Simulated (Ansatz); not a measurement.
GaO, doublet, geometry from GFN2-xTB (such geometries of metal compounds can be far from the true shape). Base run: R2SCAN/cc-pVTZ run with Ansatz (a quantum-chemistry and plane-wave program).

Geometry (Å):
```xyz
2

Ga     0.0000     0.0000    -0.3377
O      0.0000     0.0000     1.3086
```
Charge 0, spin multiplicity 2.
Orbitals are unrestricted.
All else is at Ansatz's defaults.
Base energy -2000.04423 Eh.

Variants of this job, named by their change:

```csv
change,ΔE vs base (mEh)
base,0.000
lower_state_search = off,0.000
"point_charge = charge:0.5 position_ang:3.295, 0.7407, -1.3064",4.175
fitting.mean_field = cc-pVTZ-JKFIT,-0.015
"final_grid = 14, 28, 59",0.002
accuracy = high,0.000
lower_state_search = light,0.000
nuclear_model = gaussian,7.520
"point_charge = charge:-1.0 position_ang:3.5864, 1.0129, 1.3387",0.797
"final_grid = 10, 20, 41",-0.004
fitting.mean_field = def2-universal-JKFIT,-0.028
```
